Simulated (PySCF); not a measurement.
Compound: C5H12O2Si.
Geometry (PBE0-D3(BJ)/def2-SVP, Å), atoms numbered from 1 in this order:
```xyz
20
C5H12O2Si angstrom
C     -1.3683   -2.3678   -0.3420
O     -0.2841   -1.5243   -0.0716
Si    -0.3965    0.0380    0.4609
O     -1.3907    0.8376   -0.6064
C     -2.0171    2.0650   -0.3858
C      1.3421    0.6586    0.4764
C      2.4756   -0.2996    0.7719
C      2.2942    0.2210   -0.6126
H     -1.9384   -2.6104    0.5741
H     -0.9881   -3.3104   -0.7634
H     -2.0646   -1.9164   -1.0697
H     -1.0493    0.1164    1.8085
H     -2.5211    2.1094    0.5987
H     -1.3056    2.9096   -0.4392
H     -2.7820    2.2240   -1.1618
H      1.4819    1.6808    0.8477
H      2.2209   -1.3468    0.9578
H      3.3129    0.0782    1.3649
H      1.9158   -0.4714   -1.3698
H      3.0056    0.9604   -0.9895
```

Computed, not measured: TDDFT wB97X-D/def2-SVPD, vertical, gas phase, core orbitals frozen in the response in PySCF 2.14.0, density-fitted response routines.

Kohn–Sham orbitals with the atoms that hold most of them (Löwdin shares over 4%, at most four atoms; ? is withheld):

```tsv
orbital	ε (eV)	atoms
HOMO-3	-10.45	O4 35%, C7 15%, C8 13%, C5 10%
HOMO-2	-10.22	C6 26%, O2 19%, C8 19%, C7 10%
HOMO-1	-10.10	?
HOMO	?	?
LUMO	2.29	C5 23%, Si3 17%, O4 8%, H14 8%
LUMO+1	2.47	C1 14%, Si3 14%, O2 10%, H12 7%
LUMO+2	2.70	C7 14%, H16 13%, H18 12%, C6 9%
```

Which atoms hold the HOMO, and with what shares?

O4 (bonded to C and Si) 28%; C6 (bonded to 2 C, Si and H) 14%; Si3 (bonded to C, 2 O and H) 12%; C7 (bonded to 2 C and 2 H) 10%. By element: oxygen 28% or more, carbon 24% or more, silicon 12%.

Which atoms hold the HOMO-1, and with what shares?

O2 (bonded to C and Si) 35%; O4 (bonded to C and Si) 14%; C1 (bonded to O and 3 H) 9%; Si3 (bonded to C, 2 O and H) 7%. By element: oxygen 50%, carbon 9% or more, silicon 7%.

What is the HOMO energy, and the HOMO–LUMO gap?

ε(HOMO) = -9.62 eV; the gap is 11.90 eV (0.4375 hartree).

The HOMO–LUMO gap is 11.90 eV. Where does the response calculation put the lowest singlet, and from which orbitals?

S1 is at 7.61 eV (f = 0.0028), 4.29 eV below the gap, made of HOMO→LUMO (49%), HOMO→LUMO+1 (25%). 

Next come S2 at 7.89 eV (f 0.024), HOMO→LUMO+1 (35%), HOMO→LUMO (17%), HOMO-1→LUMO+1 (15%); S3 at 8.18 eV (f 0.0062), HOMO-1→LUMO+1 (39%), HOMO-2→LUMO+1 (16%), HOMO→LUMO+3 (10%); S4 at 8.21 eV (f 0.0092), HOMO→LUMO+2 (56%), HOMO-1→LUMO (11%); S5 at 8.33 eV (f 0.054), HOMO-1→LUMO (28%), HOMO-5→LUMO (11%), HOMO-1→LUMO+1 (10%).

Löwdin shares depend on the basis, the more so with diffuse functions.

One conformer stands for the species.

Without π bonds the low states are Rydberg-like; a valence basis with one diffuse set may place them up to an eV too high.
